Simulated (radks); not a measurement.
The thulium anion Tm- inside a hard spherical wall (all orbitals vanish at R), configuration held at [Xe] 4f14 6s2 and not refilled when levels cross. Method: scalar-relativistic Kohn-Sham, PBE, spin-unpolarised, spherical densities, finite nucleus; Fermi nuclear charge, rms radius 5.2256 fm; computed with a radial shooting solver on a logarithmic mesh with Libxc functionals. Eigenvalues in eV, with the zero of energy where the potential of the charges vanishes at infinity; a dash marks a level that is unbound or too diffuse for the functional's potential to be trusted. A positive occupied level is held by the wall or, in an anion where self-interaction has pushed it up, behind a barrier. The pressure on the wall is -dE/dV.

R (bohr)  E (hartree)  kinetic (hartree)    e(5s)    e(5p)   e(6s)  e(6p, empty)  e(5d, empty)   e(4f)  pressure (GPa)
10        -13565.9185          14741.985  -44.800  -18.768   1.334             -             -   6.135           0.332
8         -13565.8700          14742.107  -42.947  -16.985   2.590             -             -   8.037            1.46
7         -13565.8147          14742.258  -41.549  -15.647   3.787             -             -   9.474            3.60
4         -13564.7842          14745.418  -31.982   -6.740  19.501        29.547        19.497  19.887             169
3.5       -13563.9486          14748.272  -27.727   -2.653  29.946        43.332        25.405  24.879             450
3         -13562.1366          14754.560  -20.648    4.590  49.987        68.307        35.748  33.479            1400
